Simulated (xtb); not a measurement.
xtb input (GFN2-xTB):

```bash
xtb mol.xyz --gfn 2 --sp --chrg 1 --uhf 0
```
mol.xyz:
```
3

Bi     0.02088028     0.00996680     0.73258481
Br     0.86526298    -1.73996508    -0.87049242
Br    -0.91477906     1.71632952    -0.86678013
```

Output:

```
           -------------------------------------------------
          |                Calculation Setup                |
           -------------------------------------------------

           -------------------------------------------------
          |                 G F N 2 - x T B                 |
           -------------------------------------------------

        Reference                      10.1021/acs.jctc.8b01176
      * Hamiltonian:
        H0-scaling (s, p, d)           1.850000    2.230000    2.230000
        zeta-weighting                 0.500000
      * Dispersion:
        s8                             2.700000
        a1                             0.520000
        a2                             5.000000
        s9                             5.000000
      * Repulsion:
        kExp                           1.500000    1.000000
        rExp                           1.000000
      * Coulomb:
        alpha                          2.000000
        third order                    shell-resolved
        anisotropic                    true
        a3                             3.000000
        a5                             4.000000
        cn-shift                       1.200000
        cn-exp                         4.000000
        max-rad                        5.000000

          ...................................................
          :                      SETUP                      :
          :.................................................:
          :  # basis functions                  24          :
          :  # atomic orbitals                  22          :
          :  # shells                            8          :
          :  # electrons                        18          :
          :  max. iterations                   250          :
          :  Hamiltonian                  GFN2-xTB          :
          :  restarted?                      false          :
          :  GBSA solvation                  false          :
          :  PC potential                    false          :
          :  electronic temp.          300.0000000     K    :
          :  accuracy                    1.0000000          :
          :  -> integral cutoff          0.2500000E+02      :
          :  -> integral neglect         0.1000000E-07      :
          :  -> SCF convergence          0.1000000E-05 Eh   :
          :  -> wf. convergence          0.1000000E-03 e    :
          :  Broyden damping             0.4000000          :
          :  net charge                          1          :
          :  unpaired electrons                  0          :
          ...................................................

 iter      E             dE          RMSdq      gap      omega  full diag
   1    -10.0252692 -0.100253E+02  0.117E+01    1.09       0.0  T
   2    -10.0602279 -0.349588E-01  0.139E+01    3.11       1.0  T
   3    -10.1470690 -0.868410E-01  0.826E+00    1.99       1.0  T
   4    -10.1590263 -0.119573E-01  0.305E+00    1.49       1.0  T
   5    -10.1583553  0.670984E-03  0.289E+00    1.42       1.0  T
   6    -10.1593346 -0.979280E-03  0.206E+00    1.62       1.0  T
   7    -10.1594748 -0.140259E-03  0.216E+00    1.47       1.0  T
   8    -10.1597817 -0.306835E-03  0.350E-01    1.52       1.0  T
   9    -10.1598007 -0.189683E-04  0.329E-01    1.55       1.0  T
  10    -10.1598219 -0.212657E-04  0.275E-02    1.54       2.1  T
  11    -10.1598219 -0.955521E-08  0.165E-02    1.54       3.5  T
  12    -10.1598219 -0.630341E-08  0.188E-02    1.54       3.1  T
  13    -10.1598220 -0.370729E-07  0.494E-03    1.54      11.7  T
  14    -10.1598220  0.974136E-10  0.357E-03    1.54      16.2  T
  15    -10.1598220 -0.614694E-09  0.166E-03    1.54      34.9  T
  16    -10.1598220 -0.327429E-09  0.546E-04    1.54     105.8  T
  17    -10.1598220 -0.483258E-10  0.232E-05    1.54    2486.6  T

   *** convergence criteria satisfied after 17 iterations ***

         #    Occupation            Energy/Eh            Energy/eV
      -------------------------------------------------------------
         1        2.0000           -1.3548844             -36.8683
       ...           ...                  ...                  ...
         3        2.0000           -1.0271759             -27.9509
         4        2.0000           -0.7026276             -19.1195
         5        2.0000           -0.6835550             -18.6005
         6        2.0000           -0.6692681             -18.2117
         7        2.0000           -0.6450472             -17.5526
         8        2.0000           -0.6380551             -17.3624
         9        2.0000           -0.6369410             -17.3320 (HOMO)
        10                         -0.5804727             -15.7955 (LUMO)
        11                         -0.4158135             -11.3149
        12                         -0.3833590             -10.4317
        13                         -0.1985751              -5.4035
        14                         -0.1902443              -5.1768
       ...                                ...                  ...
        22                          0.1194791               3.2512
      -------------------------------------------------------------
                  HL-Gap            0.0564683 Eh            1.5366 eV
             Fermi-level           -0.6085831 Eh          -16.5604 eV

 SCC (total)                   0 d,  0 h,  0 min,  0.006 sec
 SCC setup                      ...        0 min,  0.000 sec (  3.183%)
 Dispersion                     ...        0 min,  0.000 sec (  0.566%)
 classical contributions        ...        0 min,  0.000 sec (  0.384%)
 integral evaluation            ...        0 min,  0.001 sec ( 15.919%)
 iterations                     ...        0 min,  0.004 sec ( 58.571%)
 molecular gradient             ...        0 min,  0.001 sec ( 19.414%)
 printout                       ...        0 min,  0.000 sec (  1.694%)

         :::::::::::::::::::::::::::::::::::::::::::::::::::::
         ::                     SUMMARY                     ::
         :::::::::::::::::::::::::::::::::::::::::::::::::::::
         :: total energy             -10.153472845492 Eh    ::
         :: gradient norm              0.008128583873 Eh/a0 ::
         :: HOMO-LUMO gap              1.536579313929 eV    ::
         ::.................................................::
         :: SCC energy               -10.159821916463 Eh    ::
         :: -> isotropic ES            0.153658069346 Eh    ::
         :: -> anisotropic ES          0.013470486438 Eh    ::
         :: -> anisotropic XC         -0.008089554983 Eh    ::
         :: -> dispersion             -0.002785068176 Eh    ::
         :: repulsion energy           0.006349070971 Eh    ::
         :: add. restraining           0.000000000000 Eh    ::
         :: total charge               1.000000000000 e     ::
         :::::::::::::::::::::::::::::::::::::::::::::::::::::

           -------------------------------------------------
          |                Property Printout                |
           -------------------------------------------------

    * Orbital Energies and Occupations

         #    Occupation            Energy/Eh            Energy/eV
      -------------------------------------------------------------
         1        2.0000           -1.3548844             -36.8683
         2        2.0000           -1.0440223             -28.4093
         3        2.0000           -1.0271759             -27.9509
         4        2.0000           -0.7026276             -19.1195
         5        2.0000           -0.6835550             -18.6005
         6        2.0000           -0.6692681             -18.2117
         7        2.0000           -0.6450472             -17.5526
Note: The following floating-point exceptions are signalling: IEEE_UNDERFLOW_FLAG IEEE_DENORMAL
normal termination of xtb
         8        2.0000           -0.6380551             -17.3624
         9        2.0000           -0.6369410             -17.3320 (HOMO)
        10                         -0.5804727             -15.7955 (LUMO)
        11                         -0.4158135             -11.3149
        12                         -0.3833590             -10.4317
        13                         -0.1985751              -5.4035
        14                         -0.1902443              -5.1768
        15                         -0.1777059              -4.8356
        16                         -0.1774741              -4.8293
        17                         -0.1774132              -4.8277
        18                         -0.1769984              -4.8164
        19                         -0.1733349              -4.7167
        20                         -0.1544072              -4.2016
       ...                                ...                  ...
        22                          0.1194791               3.2512
      -------------------------------------------------------------
                  HL-Gap            0.0564683 Eh            1.5366 eV
             Fermi-level           -0.6085831 Eh          -16.5604 eV

     #   Z          covCN         q      C6AA      α(0)
     1  83 Bi       1.690     0.984   462.921    42.367
     2  35 Br       0.846     0.008   184.566    21.904
     3  35 Br       0.846     0.008   184.566    21.904

 Mol. C6AA /au·bohr⁶  :       2354.118935
 Mol. C8AA /au·bohr⁸  :     218231.263483
 Mol. α(0) /au        :         86.174884

Wiberg/Mayer (AO) data.
largest (>0.10) Wiberg bond orders for each atom

 ---------------------------------------------------------------------------
     #   Z sym  total        # sym  WBO       # sym  WBO       # sym  WBO
 ---------------------------------------------------------------------------
     1  83 Bi   2.564 --     2 Br   1.282     3 Br   1.282
     2  35 Br   1.443 --     1 Bi   1.282     3 Br   0.162
     3  35 Br   1.443 --     1 Bi   1.282     2 Br   0.162
 ---------------------------------------------------------------------------

Topologies differ in total number of bonds
Writing topology from bond orders to xtbtopo.mol

molecular dipole:
                 x           y           z       tot (Debye)
 q only:        0.038       0.018       1.336
   full:        0.076       0.036       2.666       6.780
molecular quadrupole (traceless):
                xx          xy          yy          xz          yz          zz
 q only:       -1.003      -0.130      -0.818       0.082       0.040       1.821
  q+dip:        1.523       5.350      -6.111       0.015      -0.007       4.588
   full:        1.924       5.349      -5.708      -0.020      -0.023       3.784

           -------------------------------------------------
          | TOTAL ENERGY              -10.153472845492 Eh   |
          | GRADIENT NORM               0.008128583873 Eh/α |
          | HOMO-LUMO GAP               1.536579313929 eV   |
           -------------------------------------------------

------------------------------------------------------------------------
------------------------------------------------------------------------
 total:
 SCF:
```
